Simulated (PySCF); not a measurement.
**TDDFT excited states: C5H2F3N**

C₅H₂F₃N.
Structure used (GFN2-xTB), in Å, numbered top down from 1:
```xyz
11
C5H2F3N angstrom
N     -1.1492    2.3489    0.6742
C     -1.1789    1.2510    0.3636
C     -1.2090   -0.1359   -0.0308
C      0.1946   -0.6860   -0.2158
F      0.1196   -1.9993   -0.6443
C      1.3903   -0.2986    0.5912
F      1.9791   -0.3722    1.7604
C      1.3853    0.1066   -0.6475
F      1.9651    0.7377   -1.6396
H     -1.7608   -0.2301   -0.9717
H     -1.7309   -0.7195    0.7344
```

Method used: TDDFT B3LYP/def2-SVPD, vertical, gas phase, core orbitals frozen in the response in PySCF.

```tsv
state	E (eV)	λ (nm)	f	|μ| (D)	main configurations (H = HOMO, L = LUMO)
S1	6.73	184.3	0.026	1.00	H→L (96%)
S2	7.44	166.7	0.016	0.76	H→L+1 (66%), H-1→L (23%)
S3	7.76	159.7	0.0055	0.43	H→L+2 (99%)
S4	7.79	159.1	0.0008	0.16	H-2→L+1 (38%), H-1→L+2 (18%), H-3→L+2 (16%)
S5	7.90	156.9	0.0062	0.45	H-1→L (39%), H-2→L+1 (29%), H→L+3 (10%)
S6	7.92	156.5	0.019	0.80	H-1→L+1 (72%), H-2→L (11%)
S7	8.00	155.0	0.0050	0.41	H-2→L (25%), H→L+3 (16%), H-2→L+1 (9%)
S8	8.00	154.9	0.0030	0.32	H-2→L (38%), H→L+3 (13%), H-3→L+1 (9%)
```

Triplets (Tamm–Dancoff): T1 5.31 eV, H→L+1 (87%), H→L+3 (10%); T2 6.35 eV, H→L (92%); T3 6.51 eV, H-2→L+2 (37%), H-3→L+3 (17%), H-1→L+3 (12%).

The lowest singlet comes at 184 nm (649 kJ/mol) in the vacuum ultraviolet; it is weak; its leading configuration is HOMO→LUMO (96%). The lowest level is also the most intense of those listed (f = 0.026). S7/S8 lie within about 0.01 eV of each other. Löwdin shares by element: HOMO carbon 56% or more, fluorine 25% or more (atoms not listed hold the other 19%); LUMO carbon 53% or more, fluorine 10% or more (atoms not listed hold the other 37%). The oscillator strengths of these states sum to 0.082; summed over the whole spectrum of an exact calculation they would give the number of electrons, 66 (Thomas–Reiche–Kuhn). Of the 8 states listed, 3 reach f = 0.01 and none stays under 0.0005. Weighted by f, the mean energy of these states is 7.45 eV. Orbitals of the list HOMO-3 to LUMO+2 that lie within 0.01 eV of each other are written together with a slash and their weights summed (≥ marks a lower bound); for degenerate orbitals outside that list single weights are arbitrary. Singlets were solved by full linear response, triplets in the Tamm–Dancoff approximation.

One conformer stands for the species.
